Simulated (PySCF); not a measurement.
A structure optimised at PBE-D3(BJ)/def2-SVP, used in a PySCF frequency run:

```xyz
11

N      0.0506     1.9272     0.0000
B      0.0466     0.5232     0.0000
C      1.1051    -0.6722     0.0000
C     -0.2179    -1.4744     0.0000
O     -1.0838    -0.2984     0.0000
H      0.9049     2.4794     0.0000
H     -0.8090     2.4764     0.0000
H      1.7334    -0.8027    -0.9023
H      1.7334    -0.8027     0.9023
H     -0.4011    -2.0952    -0.9040
H     -0.4011    -2.0952     0.9040
```

### Question
Write its SMILES, formula and point group.

### Answer
NB1CCO1, C₂H₆BNO, Cs

### Question
What are its rotational constants (standard atomic weights)?

### Answer
11.198, 4.4428, 3.3182 GHz
